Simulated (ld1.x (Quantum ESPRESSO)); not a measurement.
# tungsten: one change to a TM potential, before and after

tungsten, norm-conserving Troullier–Martins (Kleinman–Bylander form), made with ld1.x (Quantum ESPRESSO) 7.5 (PBE, scalar-relativistic). Core [Xe] 4f14, reference 5d4 6s1.5 6p0.5. Waves: 6s (bound): rc 2.25 bohr; 6p (bound): rc 2.85 bohr; 5d (bound): rc 1.85 bohr. Local part: all-electron potential smoothed inside 2.85 bohr (lloc = -2). Core correction: none.

Change: wave 6p (bound): rc 2.85 bohr becomes 6p (bound): rc 2.02 bohr.

Cutoffs: the cutoffs (Ry, on a coarse ladder) from which the occupation-weighted sum of valence levels, in a spherical-Bessel basis at the reference potential, stays within 10 and 1 mRy of its value at 400 Ry; they do not see the model core or the augmentation charge, which bear on the density cutoff. Errors are all-electron minus pseudo energies relative to the spin-unpolarised reference configuration.

Q: Predict the effect on cutoff, ghosts and configuration errors.

A: The potential gets harder (30 Ry and 35 Ry → 70 Ry and 80 Ry); a bound ghost appears in p, which as a rule spoils a file; of the 7 tests that both files solve, the error grows in 3 and shrinks in 3 by more than 15 % and 0.3 meV (median size 21.6 → 22.4 meV). A smaller radius makes the pseudo-wave follow the all-electron one further in, where it bends more sharply, so more plane waves are needed.

| quantity | base | changed |
| --- | --- | --- |
| cutoff, loose | 30 Ry | 70 Ry |
| cutoff, tight | 35 Ry | 80 Ry |
| loose cutoff by channel (10 mRy a level) | s 6 Ry, p 6 Ry, d 25 Ry | s 6 Ry, p 70 Ry, d 25 Ry |
| bound ghosts | none | p |
| error for 5d4 6s2 6p0, meV [ΔE -2.21 eV] | +1.4 | -3.7 |
| error for 5d4 6s1 6p0, meV [ΔE 6.67 eV] | +2.0 | +0.5 |
| error for 5d4 6s0 6p0, meV [ΔE 22.35 eV] | +63 | +63 |
| error for 5d4 6s0 6p2, meV [ΔE 7.05 eV] | +11 | +92 |
| error for 5d5 6s0 6p0, meV [ΔE 7.48 eV] | -22 | -8.0 |
| error for 5d4 6s0 6p1, meV [ΔE 12.13 eV] | +22 | +40 |
| error for 5d5 6s1 6p0, meV [ΔE -0.67 eV] | -30 | -22 |
| s: phases at 3.09 bohr within 0.05 rad from the reference energy up to (Ry; the scan ends near 5) | 1.3 | 1.3 |
| p: phases at 3.09 bohr within 0.05 rad from the reference energy up to (Ry; the scan ends near 5) | 0.6 | 0.8 |
| d: phases at 3.09 bohr within 0.05 rad from the reference energy up to (Ry; the scan ends near 5) | 1.0 | 1.0 |

 A true bound ghost makes a file unfit for plane-wave use even where its test errors are small: the radial tests pick states by their node count and pass the ghost by.
